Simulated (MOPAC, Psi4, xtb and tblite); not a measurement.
Conformational energy of SMILES CC[SiH2][Si](Cl)(Cl)Cl (C₂H₇Cl₃Si₂). Scanned: dihedral C1–C2–Si3–Si4; all other coordinates were relaxed at GFN2-xTB. Points at φ and −φ are mirror images. Heavy atoms are numbered in the order of the SMILES CC[SiH2][Si](Cl)(Cl)Cl, hydrogens after them in the order of the atoms that carry them; the mirror image has the same energies with the sign of each dihedral reversed.

Levels of theory: GFN2-xTB (xtb and tblite); PM7, restricted, heats of formation // GFN2-xTB (MOPAC); PBE-D3(BJ)/def2-SVP // GFN2-xTB (Psi4).

Energies relative to the lowest point of each profile, in kcal/mol:

```
φ / °  GFN2-xTB  PM7
-----  --------  ---
-160        0.7  0.7
-140        1.4  1.4
-120        1.7  1.6
-100        1.2  0.9
-20         0.9  1.2
0           1.2  1.6
20          0.9  1.2
40          0.3  0.4
60          0.0  0.0
80          0.4  0.1
120         1.7  1.6
160         0.7  0.7
```

Question: Predict the corresponding PBE-D3(BJ)/def2-SVP column.

Answer: -160: 1.0; -140: 1.9; -120: 2.3; -100: 1.4; -20: 0.8; 0: 1.2; 20: 0.8; 40: 0.2; 60: 0.0; 80: 0.2; 120: 2.3; 160: 1.0 (kcal/mol).
